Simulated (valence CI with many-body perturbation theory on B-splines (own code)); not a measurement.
**Ce⁵¹⁺ in three bases**

Calculated by valence CI with perturbative core correlation (CI+MBPT): five valence electrons over a frozen Dirac-Fock core [He], radial functions for each j: 9 s, 9 p, 8 d, 6 f, 3 g, 1 h, with the one-electron correlation potential Σ1, the two-electron term Σ2, the three-electron term Σ3, Breit, model QED; selected CI, second order for the rest (own B-spline code, finite nucleus).

No measured spectrum was set against this ion. As an estimate, large intervals hold to a few tenths of a per cent, small ones and those within an open d or f shell to about a per cent. Among the levels kept, up to 3900 cm⁻¹ of a level comes from second order outside the variational space, and about a tenth of that is noise between levels of different J, which matters for small intervals.

The reference run has the lowest level (2s^2 2p1/2^2 2p3/2) J=3/2 and an ionisation energy of 9802.56 eV. Its largest variational space holds 20000 state functions.

Levels are named by their leading jj configuration (3d3/2^4 stands for four electrons in 3d with j = 3/2), which in mixed levels can hold well under half, so a name can repeat and another be missing. Letters in brackets count levels of one name in rising energy.

Changed runs:
A. basis 6 s, 6 p, 5 d, 3 f, 1 g
B. basis 5 s, 5 p, 4 d, 2 f

Excitation energies of the reference run in cm⁻¹, and shifts in cm⁻¹:

```csv
Level,Reference,A,B
(2s^2 2p1/2 2p3/2^2) J=3/2,3619350,-27,-268
(2s^2 2p1/2 2p3/2^2) J=5/2,3788800,+131,+175
(2s^2 2p1/2 2p3/2^2) J=1/2,4071590,+64,+222
(2s 2p1/2^2 2p3/2^2) J=5/2,5562820,-77,-287
(2s 2p1/2^2 2p3/2^2) J=1/2,6174730,-42,+106
(2s 2p1/2^2 2p3/2^2) J=3/2,6187130,+57,+239
(2s^2 2p3/2^3) J=3/2,7701280,+56,+8.4
(2s 2p1/2 2p3/2^3) J=3/2 [a],9353600,-121,-410
(2s 2p1/2 2p3/2^3) J=5/2,9633290,+89,+118
(2s 2p1/2 2p3/2^3) J=1/2,9970770,+16,+61
(2s 2p1/2 2p3/2^3) J=3/2 [b],10057000,+136,+378
(2p1/2^2 2p3/2^3) J=3/2,12204100,-41,+120
Ionisation energy (eV),9802.56,-0.02,-0.11
```
